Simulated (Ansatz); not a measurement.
A run for Ansatz (an electronic-structure program): R-CCSD(T)/def2-SVPD on CH7ISi (a complex), monomers drawn apart or pushed together. Elements past Kr take the def2 small-core potentials; no spin–orbit coupling. The run froze 15 orbitals, filled d shells among them.

Ansatz 0.2 input:
```yaml
crystal:
  periodic: [false, false, false]
  atoms:
    - {symbol: Si, position_ang: [0.14233455, 0.04488763, -0.03849590]}
    - {symbol: H, position_ang: [1.28925140, -0.85688103, 0.19584535]}
    - {symbol: H, position_ang: [0.23097372, 1.21991516, 0.85687301]}
    - {symbol: H, position_ang: [-1.12633037, -0.67199949, 0.21983356]}
    - {symbol: H, position_ang: [0.15633337, 0.50878878, -1.44607821]}
    - {symbol: C, position_ang: [-2.01172309, 0.22531785, 3.91495026]}
    - {symbol: I, position_ang: [-0.36282883, -1.08008799, 4.38686895]}
    - {symbol: H, position_ang: [-2.59402025, -0.25966385, 3.14029247]}
    - {symbol: H, position_ang: [-2.58834537, 0.36082695, 4.82246764]}
    - {symbol: H, position_ang: [-1.59090798, 1.16085444, 3.56551536]}
basis:
  gaussian:
    orbitals: def2-SVPD
magnetization: {spin_polarized: false}
correlation: {method: ccsd_t, electrons: outside_noble_gas}
scf: {lower_state_search: off}
```

The head of its log:

```
WARN ansatz: RAYON_NUM_THREADS=2 ignored (pool sized by the plan → 2); use --threads N
Functional definition: HF
these checks for a lower state are left out or cut short: stability, starts, cluster_reference, orbital_swaps, neighbouring_geometries, increment
integrals: 0.33 GiB planned
1427 factors; integrals over basis functions are off by at most 1.1e-3 eV
mean field: 0.58 GiB planned
mean field evaluation 1: about -17071.0003 eV, gradient 1.6e1 eV
mean field evaluation 2: about -17071.0885 eV, gradient 1.6e1 eV
mean field evaluation 4: about -17072.2131 eV, gradient 1.3e0 eV
mean field evaluation 8: about -17072.2208 eV, gradient 4.0e-5 eV
mean field -17072.22083506 eV, -627.3925437216 hartree, gradient 1.7e-6 eV, S^2 0.000000; 0 other end points of the search recorded, 0 dependent functions left out
15 core orbitals not correlated
reference -17072.22083506 eV, -627.3925437216 hartree; 11, 11 occupied and 109, 109 virtual orbitals, 1427 factors
```

**Question.** What total energy does the run end on?

**Answer.** -627.8487 hartree (reference determinant -627.3925, T1 diagnostic 0.011).
